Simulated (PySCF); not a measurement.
This PySCF input asks for the NMR shieldings of `CCCC[Si@H](P)OC`, C$_{5}$H$_{15}$OPSi; the geometry comes from GFN2-xTB.

```python
import basis_set_exchange as bse
import numpy as np
from pyscf import gto, dft
from pyscf.prop import nmr

atoms = """
C    -3.390432   -0.073808    0.354520
C    -2.261490   -0.089572   -0.669034
C    -0.891051   -0.204749   -0.005185
C     0.250325   -0.212051   -1.020733
Si    1.950212   -0.438247   -0.174988
P     1.830633   -2.136576    1.266797
O     2.301621    0.754950    0.869232
C     2.384619    2.125219    0.609748
H    -3.373096   -0.982127    0.952734
H    -3.288363    0.777892    1.023734
H    -4.356433   -0.006211   -0.140872
H    -2.297874    0.826739   -1.264515
H    -2.401345   -0.931982   -1.351184
H    -0.756190    0.628071    0.689091
H    -0.851404   -1.127957    0.582135
H     0.232802    0.719640   -1.590208
H     0.078765   -1.013941   -1.740136
H     2.971629   -0.517319   -1.236606
H     3.166088   -2.481279    1.178484
H     1.468886   -3.059245    0.301741
H     2.521359    2.639986    1.561008
H     1.473086    2.488221    0.130507
H     3.232902    2.341330   -0.043254
"""
names = dict.fromkeys(["C", "Si", "P", "O", "H"], "pcSseg-1")
basis = {el: gto.basis.parse(bse.get_basis(n, elements=[el], fmt="nwchem")) for el, n in names.items()}
mol = gto.M(atom=atoms, basis=basis, charge=0, verbose=0)
mf = dft.RKS(mol, xc="PBE0")
mf.grids.level = 2
mf.grids.alignment = dft.numint.BLKSIZE   # the property module wants whole blocks of grid points
mf.conv_tol = 1e-9
mf.kernel()

calc = nmr.RKS(mf)   # GIAO
C = mf.mo_coeff
Co = C[:, mf.mo_occ > 0]
resp = mf.gen_response(singlet=True, hermi=2)
def vind(x):   # induced exchange potential for any number of trial vectors
    d = np.einsum("pi,xij,qj->xpq", C, 2 * x.reshape(-1, C.shape[1], Co.shape[1]), Co, optimize=True)
    return np.einsum("xpq,pi,qj->xij", resp(d - d.transpose(0, 2, 1)), C, Co, optimize=True).ravel()
mo1, _ = nmr.rhf.solve_mo1(calc, with_cphf=vind)
sigma = calc.kernel(mo1)
for i, s in enumerate(sigma):   # ppm
    w = np.linalg.eigvalsh((s + s.T) / 2)
    print("%2d %-2s iso %8.1f  s11 %8.1f  s22 %8.1f  s33 %8.1f" % (i, mol.atom_pure_symbol(i), w.mean(), *w))
```

**Question.** Give the expected output.

**Answer.** 
```
 0 C  iso    169.8  s11    158.1  s22    163.6  s33    187.7
 1 C  iso    154.3  s11    139.4  s22    151.0  s33    172.5
 2 C  iso    156.6  s11    143.2  s22    153.5  s33    173.2
 3 C  iso    166.4  s11    150.7  s22    162.3  s33    186.3
 4 Si iso    339.5  s11    283.8  s22    337.4  s33    397.2
 5 P  iso    620.0  s11    551.5  s22    625.8  s33    682.9
 6 O  iso    328.3  s11    291.8  s22    336.0  s33    357.2
 7 C  iso    133.5  s11    106.0  s22    109.1  s33    185.4
 8 H  iso     30.7  s11     26.4  s22     29.5  s33     36.4
 9 H  iso     30.7  s11     26.5  s22     29.2  s33     36.5
10 H  iso     30.5  s11     25.7  s22     27.6  s33     38.2
11 H  iso     30.4  s11     25.5  s22     30.6  s33     35.1
12 H  iso     30.5  s11     25.8  s22     30.7  s33     35.0
13 H  iso     30.4  s11     25.1  s22     32.4  s33     33.7
14 H  iso     30.5  s11     23.9  s22     32.1  s33     35.6
15 H  iso     30.5  s11     26.6  s22     29.7  s33     35.2
16 H  iso     31.5  s11     27.8  s22     30.2  s33     36.7
17 H  iso     25.9  s11     23.3  s22     23.6  s33     31.0
18 H  iso     30.5  s11     25.1  s22     27.2  s33     39.3
19 H  iso     31.3  s11     25.6  s22     29.1  s33     39.2
20 H  iso     27.7  s11     23.4  s22     25.1  s33     34.7
21 H  iso     28.1  s11     22.9  s22     27.3  s33     34.0
22 H  iso     28.1  s11     23.9  s22     25.4  s33     35.0
```

These numbers come from an equivalent density-fitted implementation of the same equations, which agrees with the script to about 0.01 ppm for H and up to a few tenths of a ppm for heavy atoms, so last digits may differ.

**Question.** Turn these shieldings into chemical shifts. Shifts are taken against calculated references (same method and geometry level): 13C (σ = 186.93 ppm), 29Si (σ = 349.16 ppm), 1H (σ = 31.72 ppm) against TMS; 31P (σ = 318.38 ppm) vs H3PO4; H2O for 17O (σ = 336.08 ppm).

**Answer.** Averaging equivalent atoms: C 7: 53.4; C 1: 32.6; C 2: 30.3; C 3: 20.5; C 0: 17.1; Si 4: 9.7; P 5: -301.7; O 6: 7.7; H 17: 5.79; H 20/21/22: 3.75; H 13: 1.33; H 11: 1.31; H 15: 1.25; H 12: 1.24; H 14: 1.18; H 8/9/10: 1.07; H 18/19: 0.80; H 16: 0.18 ppm. Experimental scales use liquid or dissolved standards, which lie at an offset from isolated H2O (liquid H2O: subtract about 36 ppm) and H3PO4.

Size and cost of the density-fitted run: 225 basis functions, 50 s wall time on 1 thread of an Arm Neoverse V1, shared host; peak memory 0.96 GiB.
